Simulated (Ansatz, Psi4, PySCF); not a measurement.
H₆O₇Si₂, charge -1, doublet, at a GFN2-xTB geometry (a state made from the parent by changing its charge; the spin is typed, not shown lowest) (in this run its highest filled SCF level lies above zero, so its values depend strongly on the basis, on diffuse functions most of all). Base run: R2SCAN/STO-3G run with PySCF.

The PySCF input:
```python
from pyscf import gto, scf, dft

mol = gto.Mole()
mol.atom = '''
    O     2.75559159    0.36519447    0.51794556
    Si    1.26227498   -0.26258857    0.26144375
    O     1.44514387   -1.60995694   -0.66316179
    O     0.66798058   -0.61110425    1.74775740
    O     0.30807010    0.77606306   -0.49096748
    Si   -1.36067091    0.43686283   -0.65821033
    O    -1.79411410    2.13196036   -0.50947530
    O    -1.19485495   -1.30943573   -1.01846952
    O    -1.89794818    0.01764981    0.92345541
    H     3.37339596    0.08807722   -0.14903076
    H     0.57187403   -1.75915530   -1.07362047
    H    -0.29361179   -0.46460354    1.70940774
    H    -1.07841442    2.66063400   -0.14967129
    H    -1.30420585   -1.83958334   -0.22517351
    H    -2.21044649    0.79182549    1.38614574
'''
mol.basis = 'sto-3g'
mol.charge = -1
mol.spin = 1
mol.verbose = 3
mol.build()

mf = dft.UKS(mol)
mf.xc = 'r2scan'
mf.kernel()
```

The same geometry, method and basis name were run in Ansatz (a first-principles code) and Psi4 and PySCF, at each program's defaults and at the settings that a row names. The base is PySCF at its defaults. Differences at the defaults can come from grids, fitting, cores and function types together. The rows with settings made alike still differ; the cause (another SCF solution, basis table, core potential or functional code) wasn't traced.

```json
[
 {"code and settings": "PySCF, defaults (exact integrals, its default grid, spherical functions)", "ΔE vs base (µEh)": "0.0", "basis functions": "59", "E (Eh)": "-1094.82770", "SCF cycles": "11"},
 {"code and settings": "Psi4, defaults (density fitting with its default set, its default grid, spherical functions)", "ΔE vs base (µEh)": "-4806", "basis functions": "59", "E (Eh)": "-1094.83250", "SCF cycles": "10"},
 {"code and settings": "Ansatz, defaults (factorised integrals, its default grid, spherical functions)", "ΔE vs base (µEh)": "-155", "basis functions": "59", "E (Eh)": "-1094.82785", "SCF cycles": "-"},
 {"code and settings": "PySCF, density fitting with def2-universal-jkfit", "ΔE vs base (µEh)": "-4301", "basis functions": "59", "E (Eh)": "-1094.83200", "SCF cycles": "11"},
 {"code and settings": "PySCF, fine grid", "ΔE vs base (µEh)": "-205", "basis functions": "59", "E (Eh)": "-1094.82790", "SCF cycles": "11"},
 {"code and settings": "Psi4, exact integrals, spherical functions, fine grid", "ΔE vs base (µEh)": "96.9", "basis functions": "59", "E (Eh)": "-1094.82760", "SCF cycles": "14"},
 {"code and settings": "Ansatz, high accuracy", "ΔE vs base (µEh)": "-152", "basis functions": "59", "E (Eh)": "-1094.82785", "SCF cycles": "-"}
]
```

Open shells are given as the SCF converged; they aren't shown to be the lowest states, and a large step between rows can be another state.
